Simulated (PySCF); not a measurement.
Structure problem from calculated spectra and properties.

Elements present: C, H, O and Si. Monoisotopic mass: 94.0086 u.

- XPS: Si2p3/2 107.9, C1s 290.4, O1s 538.6 (×3), Si1s 1848.1 eV [ΔSCF SCAN, pcX-2 on the ionised atom, pcseg-1 elsewhere, spin-free X2C, 2p3/2 from a spin–orbit splitting computed afterwards within the 2p shell]
- Polarisability: 49.4 au [B3LYP/def2-SVPD]
- UV, first state: lowest singlet excitation: 7.29 eV (170 nm, f = 0.048) [TDDFT B3LYP/def2-SVPD]
- Triplet: lowest triplet excitation (Tamm–Dancoff): 7.08 eV [TDA B3LYP/def2-SVPD]
- Dipole: 1.41 D [B3LYP/def2-SVPD]
- Rotational structure: rotational constants A, B, C: 3.937, 3.625, 3.459 GHz [PBE0-D3(BJ)/def2-SVP]
- 13C NMR: chemical shifts (computed TMS as zero) by class: -4.5 (1 C) ppm [GIAO PBE0/pcSseg-1]
- 1H NMR: chemical shifts (computed TMS as zero) by class: 1.57 (3 H), 0.05 (3 H) ppm [GIAO PBE0/pcSseg-1]
- Valence photoelectron: vertical ionisation energy: 10.91 eV [ΔSCF B3LYP/def2-SVPD]
- UV, strongest line: among the 10 lowest singlet transitions: S2 at 7.43 eV (167 nm, f = 0.061) [TDDFT B3LYP/def2-SVPD]

Gas-phase values; electronic properties from PySCF, density fitting. Levels stand in brackets. One conformer (not necessarily the lowest) at the PBE0-D3(BJ)/def2-SVP geometry, without solvent, vibrations or thermal averaging. NMR values are class means; diastereotopic atoms form classes of their own.

**Question.** Which formula fits the mass and the elements?

**Answer.** CH6O3Si (calculated 94.0086). No other formula that holds each of these elements comes within 0.0003 u with a fitting electron parity and a possible valence count.

**Question.** Propose a structure and show how it fits.

**Answer.** Numbering: `[CH3:1][Si:2]([OH:3])([OH:4])[OH:5]`. Its formula, CH6O3Si, gives 0 degrees of unsaturation, so no ring and no π bond. The one carbon: Si-methyl carbon [C1] (-4.5 ppm). Hydrogen classes from least to most shielded: 3 H on 3 silanol oxygens, O3/O4/O5 (1.57 ppm), 3 H on an Si-methyl carbon, C1 (0.05 ppm). The core levels belong to: Si2p3/2 107.9 eV, oxygen-bound silicon [Si2]; C1s 290.4 eV, Si-methyl carbon [C1]; O1s 538.6 eV, silanol oxygen [O3/O4/O5]; Si1s 1848.1 eV, oxygen-bound silicon [Si2]. One atom of each topological class was ionised and stands for its class. S1 is mainly HOMO→LUMO (weight 0.88); the largest Löwdin shares of the orbital it empties are 0.33 on a silanol oxygen, 0.19 on the Si-methyl carbon, 0.19 on a silanol oxygen and 0.10 on the oxygen-bound silicon, of the orbital it fills 0.32 on the oxygen-bound silicon, 0.14 on a silanol oxygen, 0.10 on a silanol oxygen and 0.09 on a silanol oxygen. By its constants the optimised geometry is an asymmetric top. Structure: `C[Si](O)(O)O`. Computed isomers that give other values at the same levels: `CO[SiH](O)O` (13C chemical shifts (computed TMS as zero) by class: 50.7 (1 C) ppm). The assignments are read from this structure; whether some other isomer fits the data as well wasn't checked.

Conformer computed: `[CH3:1][Si:2]([OH:3])([OH:4])[OH:5]`: H–O3–Si2–C1 109°, H–O4–Si2–C1 164°, H–O5–Si2–C1 51°.
